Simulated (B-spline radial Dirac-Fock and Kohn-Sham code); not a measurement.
In the model described below, an L3 (2p3/2) vacancy in the Ni⁶⁺ ion, [Ar] 3d4, lives for 1.4 fs, which corresponds to a natural width of 0.478 eV. Out of 1000 such holes, about 6.6 decay by emitting a photon and the rest by ordinary Auger emission. The strongest X-ray line is Lα1 (L3-M5) at 872.9 eV, with 82 % of the radiative rate. The strongest electron group is L3-M3M3 near 578 eV, with 27 % of the non-radiative rate.

Calculated with a B-spline atomic structure program, using one-electron (LDA, Dirac) transition rates at Dirac-Fock energies.
